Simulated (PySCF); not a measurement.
# Structure from 2D NMR

Compound of formula C₈H₁₂OSi. Correlations simulated from computed shifts and the bond graph:

HSQC (one-bond C–H):
```tsv
δH	δC
6.29	149.8
5.84	146.1
5.32	122.5
5.24	122.5
2.62	41.8
2.47	36.9
1.65	14.7
```

COSY cross peaks (H two or three bonds apart, from the bond graph; peaks can be absent where the dihedral angle is near 90°):
```tsv
δH	δH
5.84	5.32
5.84	5.24
5.84	2.47
5.32	5.24
4.06	1.65
2.62	2.47
```

HMBC (two and three bonds, from the bond graph):
```tsv
δH	δC
6.29	234.7, 185.3, 41.8, 14.7
5.84	122.5, 41.8, 36.9
5.32	146.1, 36.9
5.24	146.1, 36.9
4.06	234.7, 185.3, 149.8, 14.7
2.62	185.3, 149.8, 146.1, 36.9, 14.7
2.47	185.3, 146.1, 122.5, 41.8
1.65	234.7, 185.3, 149.8, 41.8
```

Carbons without hydrogens: δ 234.7, 185.3.

Method: geometry from GFN2-xTB, NMR shieldings at PBE0/pcSseg-1/GIAO, in PySCF (gas phase, a single conformation, relativity neglected, fast rotation and ring inversion assumed for equivalent nuclei).

Referencing at the same level of theory: ¹H, ¹³C vs TMS.

Exchangeable hydrogens are left out of these lists.

Assemble the structure.

## Answers

`C1(=O)C=C(CCC=C)C[SiH2]1`.

Atom-mapped SMILES (the numbers label the heavy atoms): `[CH2:1]=[CH:2][CH2:3][CH2:4][C:5]1=[CH:6][C:7](=[O:8])[SiH2:9][CH2:10]1`; H(Xn) means a hydrogen on atom n. Ha(C1) is cis to C3; Hb(C1) is trans to C3.

- δC 234.7 is C7, a carbonyl carbon.
- δC 185.3 is C5, a β carbon of a C=C–C=O unit.
- δC 149.8 is C6, an α carbon of a C=C–C=O unit (δH 6.29).
- δC 146.1 is C2, an alkene CH (δH 5.84).
- δC 122.5 is C1, a terminal =CH2 carbon (δH 5.32, 5.24).
- δC 41.8 is C4, an allylic sp3 CH2 (δH 2.62).
- δC 36.9 is C3, an allylic sp3 CH2 (δH 2.47).
- δC 14.7 is C10, an allylic sp3 CH2 bonded to Si (δH 1.65).
- HMBC from δH 6.29 reaches the proton-free carbons C7, C5.
- HMBC from δH 4.06 reaches the proton-free carbons C7, C5.
- HMBC from δH 2.62 reaches the proton-free carbon C5.
- HMBC from δH 2.47 reaches the proton-free carbon C5.
- COSY links 5.84–5.32, 5.84–5.24, 5.84–2.47, 5.32–5.24, 4.06–1.65, 2.62–2.47.

The data come from this structure; uniqueness wasn't tested.

Shifts are as computed. Against solution values, carbons near 30 ppm lie about +3 ppm off and those near 130 ppm about +5 ppm. Of 1211 compounds with measured shifts, 218 miss one by over three times the rms of a fit or turn the order of signals round; such compounds aren't used in these exercises.
